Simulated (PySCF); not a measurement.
Isomers C₇H₁₁OP:

A. `CC(C)(C)c1cpco1`
B. `C=CP1CCC(=O)CC1`
C. `O=P1(CC)C=CCC=C1`
D. SMILES C1OCCP(CC#C)C1

Spectrum 1. ¹H NMR (400 MHz, computed): δ 3.96 (m, 4H), 2.41 (m, 2H), 1.57 (m, 4H), 1.41 (t, 1H). ¹³C{¹H} NMR (computed): δ 84.3 (C), 76.1 (CH), 70.1 (CH2), 32.7 (CH2), 24.9 (CH2).

Spectrum 2. ¹H NMR (400 MHz, computed): δ 6.73 (m, 1H), 6.20 (m, 1H), 5.72 (m, 1H), 2.49 (m, 4H), 1.90 (m, 4H). ¹³C{¹H} NMR (computed): δ 215.1 (C), 155.5 (CH), 130.9 (CH2), 38.1 (CH2), 23.7 (CH2).

Spectrum 3. ¹H NMR (400 MHz, computed): δ 8.91 (m, 1H), 6.91 (m, 1H), 1.39 (s, 9H). ¹³C{¹H} NMR (computed): δ 187.7 (CH), 177.8 (C), 121.9 (CH), 37.5 (C), 30.7 (CH3).

Spectrum 4. ¹H NMR (400 MHz, computed): δ 6.92 (m, 2H), 6.38 (m, 2H), 3.02 (m, 1H), 2.62 (m, 1H), 1.95 (m, 2H), 0.78 (m, 3H). ¹³C{¹H} NMR (computed): δ 148.5 (CH), 133.6 (CH), 35.1 (CH2), 32.0 (CH2), 7.5 (CH3).

PySCF calculation with GFN2-xTB geometry and shieldings: GIAO PBE0/pcSseg-1; averaged over atoms made equivalent by symmetry, fast rotation or ring inversion, non-relativistic, gas phase, single conformer.

Scale: TMS for ¹H, ¹³C (reference shieldings calculated alike). Splittings of carbon signals by F and P are missing where no couplings were computed. Where no couplings were computed, multiplicities follow the n + 1 count of equivalent neighbours, and m marks all less simple cases (inequivalent or close neighbours, rings, F or P nearby). Shifts are as computed. Against solution values, carbons near 30 ppm lie about +3 ppm off and those near 130 ppm about +5 ppm. Of 1211 compounds with measured shifts, 218 miss one by over three times the rms of a fit or turn the order of signals round; such compounds aren't used in these exercises.

Question: Match each spectrum to its structure.

Answer: 1–D, 2–B, 3–A, 4–C.

- Spectrum 1 (D): 5 ¹³C signals; δC 84.3 is an alkyne carbon; δC 76.1 is a terminal alkyne carbon.
- Spectrum 2 (B): 5 ¹³C signals; δC 215.1 is a ketone carbonyl carbon; δC 155.5 is an alkene CH.
- Spectrum 3 (A): 5 ¹³C signals; δC 37.5 is a quaternary sp3 carbon on an aromatic ring; δC 30.7 is a methyl carbon.
- Spectrum 4 (C): 5 ¹³C signals; δC 148.5 is an alkene CH; δC 133.6 is an alkene CH.
